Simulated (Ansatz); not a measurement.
Program: Ansatz. Geometries: PBE0-D4/def2-TZVP. ΔE: electronic, gas phase. CCSD(T)/CBS is the MP2 limit (def2-TZVPP, def2-QZVPP) plus CCSD(T) − MP2 in def2-TZVPP, frozen cores. This one scheme is used for every species. Functionals use def2-TZVPP. B3LYP here is the variant with VWN-RPA as its local correlation; programs differ in this. HSE06 is defined as in plane-wave codes. Elements past krypton have def2 core potentials. For Sn outer-core shells are correlated without core-valence functions, which leaves a few kJ/mol of doubt a bond.

`[CH3][SnH2][Cl]` + H₂ → `[CH3][SnH3]` + HCl  (hydrogenolysis of the Sn–Cl bond)

```csv
level,ΔE (kcal/mol),difference from CCSD(T)/CBS
PBE-D4,18.9,-1.1
BLYP-D4,20.0,0.0
r2SCAN-D4,20.1,0.1
B97M-V,18.2,-1.8
PBE0-D4,18.6,-1.4
B3LYP-D4,19.5,-0.5
r2SCANh-D4,19.8,-0.2
r2SCAN0-D4,19.5,-0.5
HSE06-D4,18.7,-1.3
BHLYP-D4,19.7,-0.3
ωB97X-V,18.9,-1.1
ωB97M-V,18.8,-1.2
B2PLYP,18.7,-1.3
PBE-QIDH,18.6,-1.4
PBE,18.0,-2.0
revPBE,18.2,-1.8
BLYP,18.3,-1.7
PBE0,17.8,-2.2
B3LYP,18.1,-1.9
r2SCANh,19.6,-0.4
r2SCAN0,19.2,-0.8
HSE06,17.9,-2.1
BHLYP,18.1,-1.9
CAM-B3LYP,17.3,-2.7
LC-ωPBE,17.0,-3.0
RPA@PBE/def2-TZVPP,16.3,-3.7
HF/def2-SVP,16.7,-3.3
MP2/def2-SVP,17.5,-2.5
CCSD/def2-SVP,15.2,-4.8
CCSD(T)/def2-SVP,15.4,-4.6
HF/def2-TZVPP,18.1,-1.9
SCS-MP2/def2-TZVPP,18.8,-1.2
CCSD/def2-TZVPP,16.7,-3.3
CCSD(T)/def2-TZVPP,17.3,-2.7
HF/def2-QZVPP,18.5,-1.5
MP2/def2-QZVPP,21.3,1.3
SCS-MP2/def2-QZVPP,20.4,0.4
HF/CBS(def2),18.5,-1.5
MP2/CBS(def2),22.3,2.3
CCSD/CBS(def2),19.4,-0.6
CCSD(T)/CBS,20.0,0
```

Largest T1 diagnostic among the species: 0.012.

The D4 term adds +1.4 kcal/mol with B3LYP and +0.8 kcal/mol with PBE0; it sums over pairs of atoms, weighted by their polarisabilities, and B3LYP, whose exchange is more repulsive, gets the larger term. Leaving LDA and LC-ωPBE aside and taking each functional with its dispersion term where it has one, the values, not all of them listed here, spread over 2.0 kcal/mol, from CAM-B3LYP-D4 to r2SCAN-D4. LDA lies −2.1 kcal/mol from PBE without D4. At CCSD(T), def2-SVP lies −4.6 kcal/mol from the extrapolated value and def2-TZVPP −2.7 kcal/mol.
